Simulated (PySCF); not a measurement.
GeClF3.
InChI=1S/ClF3Ge/c1-5(2,3)4

Method: PBE0-D3(BJ)/def2-SVP geometry optimisation, gas phase (PySCF).

Take the most abundant isotopes and a rigid rotor. 

**Question.** Give the principal moments of inertia and the rotational constants in GHz.

**Answer.** Ia = 143.93, Ib = 238.44, Ic = 238.79 u·Å²; 505379 MHz·u·Å²/I gives 3511, 2120 and 2116 MHz, that is A = 3.5114, B = 2.1195, C = 2.1164 GHz.

**Question.** Classify the top.

**Answer.** A prolate symmetric top, as the point group C3v requires two equal moments; the computed ones differ by 0.15 % because the geometry is symmetric only within the optimiser's tolerance. Ray's parameter κ = (2B − A − C)/(A − C) = -0.995; −1 is the prolate and +1 the oblate limit.

**Question.** Where do the R-branch lines fall?

**Answer.** The dipole of 1.18 D lies along the symmetry axis, so ΔK = 0 and J+1 ← J falls at 2B(J+1) for every K: 4.24 GHz, 8.47 GHz, 12.71 GHz, 16.94 GHz, 21.18 GHz for J = 0 to 4.

**Question.** Estimate the classical rotational partition function at 25 K, 50 K and 100 K.

**Answer.** Point group C3v, symmetry number σ = 3; q = (√π/σ)·√((kT/h)³/(ABC)), k/h = 20836.6 MHz/K: 1770 at 25 K, 5010 at 50 K, 14200 at 100 K.

Whether it is a minimum is left open (no frequencies). Zero-point vibration and centrifugal distortion are left out.
